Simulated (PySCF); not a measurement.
Molecule: `CC(C)CS[SiH3]`, C₄H₁₂SSi.

Geometry:
| atom | x (Å) | y (Å) | z (Å) |
| --- | --- | --- | --- |
| C1 | -0.751 | 1.433 | -0.557 |
| C2 | -1.266 | 0.075 | -0.104 |
| C3 | -2.408 | -0.414 | -0.990 |
| C4 | -0.167 | -0.985 | -0.066 |
| S5 | 1.186 | -0.646 | 1.127 |
| Si6 | 2.743 | 0.051 | -0.162 |
| H7 | -1.560 | 2.179 | -0.564 |
| H8 | 0.042 | 1.799 | 0.110 |
| H9 | -0.339 | 1.378 | -1.580 |
| H10 | -1.650 | 0.182 | 0.927 |
| H11 | -2.075 | -0.527 | -2.035 |
| H12 | -3.245 | 0.301 | -0.984 |
| H13 | -2.796 | -1.388 | -0.655 |
| H14 | -0.587 | -1.953 | 0.247 |
| H15 | 0.260 | -1.138 | -1.072 |
| H16 | 3.973 | 0.089 | 0.681 |
| H17 | 2.492 | 1.413 | -0.725 |
| H18 | 2.926 | -0.895 | -1.306 |

Geometry PBE0-D3(BJ)/def2-SVP throughout; GIAO in PySCF 2.14.0 with density-fitted response routines, gas phase, one conformer, non-relativistic; equivalent atoms averaged; functional PBE0.

Task: How do the absolute shieldings σ depend on the basis set? (ppm; last column core-seconds on 1 thread of an Arm Neoverse V1, shared host)

Result: 
```
    basis set  functions     C4     C2  C1/C3     S5    Si6  H16/H17/H18    H10  H14/H15  H7/H8/H9/H11/H12/H13  core-s
       STO-3G         50  197.2  203.8  211.6  860.7  564.8        30.74  31.74    31.91                 31.94     5.1
        6-31G         86  155.8  166.4  176.6  758.9  462.2        28.27  30.67    30.23                 31.45      10
     pcSseg-0         86  147.0  161.0  168.6  775.6  418.6        28.24  31.36    30.94                 31.80     8.8
       6-31G*        116  153.9  162.2  172.1  725.9  431.8        27.20  30.06    29.66                 30.96      14
     def2-SVP        152  151.7  162.0  171.5  741.9  449.7        26.68  29.88    29.33                 30.49      17
      cc-pVDZ        152  152.4  160.9  173.6  730.9  455.8        26.64  29.74    29.10                 30.36      20
     pcSseg-1        176  140.2  149.6  161.1  689.8  394.6        26.64  29.79    29.15                 30.31      25
6-311+G(2d,p)        250  142.2  150.8  164.2  673.7  388.5        26.55  29.84    29.14                 30.55      39
  aug-cc-pVDZ        254  150.5  158.3  172.9  726.6  459.6        26.53  29.67    29.01                 30.35      43
    def2-TZVP        270  142.3  150.3  163.5  666.0  378.4        26.52  29.80    29.16                 30.52      45
```

Task: Which nucleus moves most, in ppm?

Result: S5 (sulfur bonded to C, Si): from 666.0 ppm with def2-TZVP to 860.7 ppm with STO-3G. The smallest spread is 1.63 ppm, at H7/H8/H9/H11/H12/H13. Proton shifts span only some 12 ppm, so a few tenths of a ppm matter as much there as several ppm in carbon.

Task: Taking the largest basis, def2-TZVP (270 functions), as the yardstick, rank the others by their worst heavy-atom deviation.

Result: 6-311+G(2d,p) 10.0 ppm (250 functions), pcSseg-1 23.8 ppm (176 functions), 6-31G* 59.9 ppm (116 functions), def2-SVP 75.9 ppm (152 functions), cc-pVDZ 77.3 ppm (152 functions), aug-cc-pVDZ 81.1 ppm (254 functions), 6-31G 92.9 ppm (86 functions), pcSseg-0 109.6 ppm (86 functions), STO-3G 194.7 ppm (50 functions).

A small basis that lands close on one nucleus may do so by chance; judge by the trend and by all nuclei.
